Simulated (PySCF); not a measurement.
H2O4S, SMILES O=S(=O)(O)O. Heavy atoms are numbered as in [OH:1][S:2](=[O:3])(=[O:4])[OH:5]. Hydrogens are named by the atom that carries them.

Geometry optimised at B3LYP-D3(BJ)/def2-SVP. One conformer was computed; it need not be the lowest.

The numbers are results of PBE/def2-TZVP run with PySCF, not measurements.

ESP charges are fitted to the potential on shells at 1.4 to 2.0 van der Waals radii. Atomic charges (e), one atom of each kind:

```csv
atom,ESP fit,Mulliken,meta-Löwdin
O1 (OH),-0.49,?,-0.65
S2,0.84,?,2.04
O3,-0.37,?,-0.74
H on O1,0.43,?,0.37
```

### Question
Complete the blanks. (The exact figures need the calculation; the answer reports its results.)

### Answer

- O1 (OH), Mulliken: -0.35
- S2, Mulliken: 0.71
- O3, Mulliken: -0.35
- H on O1, Mulliken: 0.34

### Question
Give the Mayer and Wiberg (Löwdin basis) orders of the bonds. (An estimate is asked for; the answer gives what the named calculation found.)

### Answer

```
bond   Mayer  Wiberg
-----  -----  ------
O1–S2   1.10    1.47
S2–O3   1.98    2.44
S2–O4   1.98    2.44
S2–O5   1.10    1.47
```
